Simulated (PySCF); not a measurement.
A calculated (UHF, PySCF 2.14, aug-cc-pCVTZ-DK with one added diffuse shell each of s, p, d, f type, the spin-free X2C one-electron Hamiltonian (Gaussian nucleus)) atom or ion has these occupied shells.

```json
{"shell": "1s α", "electrons": "1", "orbital energy (eV)": "-2523.6", "rms radius, mean of both spins (bohr)": "0.112"}
{"shell": "1s β", "electrons": "1", "orbital energy (eV)": "-2522.7", "rms radius, mean of both spins (bohr)": "0.112"}
{"shell": "2s α", "electrons": "1", "orbital energy (eV)": "-258.31", "rms radius, mean of both spins (bohr)": "0.516"}
{"shell": "2s β", "electrons": "1", "orbital energy (eV)": "-257.45", "rms radius, mean of both spins (bohr)": "0.516"}
{"shell": "2p α", "electrons": "3", "orbital energy (eV)": "-194.09", "rms radius, mean of both spins (bohr)": "0.491"}
{"shell": "2p β", "electrons": "3", "orbital energy (eV)": "-192.47", "rms radius, mean of both spins (bohr)": "0.491"}
{"shell": "3s α", "electrons": "1", "orbital energy (eV)": "-38.569", "rms radius, mean of both spins (bohr)": "1.78"}
{"shell": "3s β", "electrons": "1", "orbital energy (eV)": "-29.189", "rms radius, mean of both spins (bohr)": "1.78"}
{"shell": "3p α", "electrons": "3", "orbital energy (eV)": "-23.451", "rms radius, mean of both spins (bohr)": "2.03"}
```

(1) Name the element and its charge.

Results:

(1) S⁺ (sulfur, charge +1), in [Ne] 3s2 3p3, high-spin 4S determinant.
